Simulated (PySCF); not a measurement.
Identify the unknown among the candidates.

All candidates are C6H10S.

* Rotational structure: rotational constants A, B, C: 3.649, 1.381, 1.163 GHz [GFN2-xTB]
* 13C NMR: chemical shifts (computed TMS as zero) by class: 278.7 (1 C), 154.8 (1 C), 120.9 (1 C), 68.5 (1 C), 41.8 (1 C), 23.6 (1 C) ppm [GIAO PBE0/pcSseg-1]
* 1H NMR: chemical shifts (computed TMS as zero) by class: 5.35 (1 H), 5.32 (1 H), 3.91 (2 H), 3.06 (3 H), 1.84 (3 H) ppm [GIAO PBE0/pcSseg-1]
* NMR, other nuclei: isotropic shieldings of nuclei other than C and H, by class: -549 (1 S) ppm [GIAO PBE0/pcSseg-1]
* Dipole: 2.51 D [PBE0/pcSseg-1]

Gas-phase values; electronic properties from PySCF, density fitting. Levels stand in brackets. Isolated species at its GFN2-xTB geometry (one conformer only). NMR values are class means; diastereotopic atoms form classes of their own.

Task: Which candidate is it?
A. `S[C@H]1[C@@H]2CC[C@H]1C2`
B. `C=C(C)CC(C)=S`
C. `C=C/C(C)=C\SC`

Result: B. It is `C=C(C)CC(C)=S`. Numbering: `[CH2:1]=[C:2]([CH3:3])[CH2:4][C:5]([CH3:6])=[S:7]`. Its formula, C6H10S, gives 2 degrees of unsaturation: 0 rings and 2 π bonds in the structure found. 6 carbons fall into 6 classes; from least to most shielded: thiocarbonyl carbon [C5] (278.7 ppm), fully substituted alkene carbon [C2] (154.8 ppm), terminal =CH2 carbon [C1] (120.9 ppm), allylic carbon [C4] (68.5 ppm), methyl carbon [C6] (41.8 ppm), allylic carbon [C3] (23.6 ppm). Hydrogen classes from least to most shielded: 1 H on a terminal =CH2 carbon, C1 (5.35 ppm), 1 H on a terminal =CH2 carbon, C1 (5.32 ppm), 2 H on an allylic carbon, C4 (3.91 ppm), 3 H on a methyl carbon, C6 (3.06 ppm, a mean of values up to 0.6 ppm apart in this geometry), 3 H on an allylic carbon, C3 (1.84 ppm). The other shieldings belong to: -549 ppm, thiocarbonyl sulfur [S7]. The optimised geometry has point group C1 and is an asymmetric top.

The others, at the same levels:
- `C=C/C(C)=C\SC` fails: its computed 13C shifts are 140.9 (1 C), 139.4 (1 C), 133.8 (1 C), 117.6 (1 C), 21.6 (1 C), 21.5 (1 C) ppm, 1H shifts are 6.95 (1 H), 5.62 (1 H), 5.37 (1 H), 5.26 (1 H), 2.26 (3 H), 1.90 (3 H) ppm and rotational constant A is 4.683 GHz (against 3.649 GHz).
- `S[C@H]1[C@@H]2CC[C@H]1C2` fails: it has 4 carbon classes against 6; its computed 13C shifts are 53.8 (1 C), 46.9 (2 C), 38.0 (1 C), 29.2 (2 C) ppm, 1H shifts are 2.98 (1 H), 2.78 (1 H), 2.07 (2 H), 1.73 (2 H), 1.67 (2 H), 1.62 (1 H), 0.90 (1 H) ppm and rotational constant A is 4.946 GHz (against 3.649 GHz).

Each candidate is one conformer, not necessarily the lowest. Dipoles, sizes and rotational constants follow the conformer. The torsions of the flexible species, by atom-mapped SMILES:
- `[CH2:1]=[C:2]([CH3:3])[CH2:4][C:5]([CH3:6])=[S:7]`: C1–C2–C4–C5 106°, C2–C4–C5–C6 -63°
- `[CH2:1]=[CH:2]/[C:3]([CH3:4])=[CH:5]\[S:6][CH3:7]`: C1–C2–C3–C4 0°, C3–C5–S6–C7 180°

The conformers of `S[C@H]1[C@@H]2CC[C@H]1C2` aren't listed.
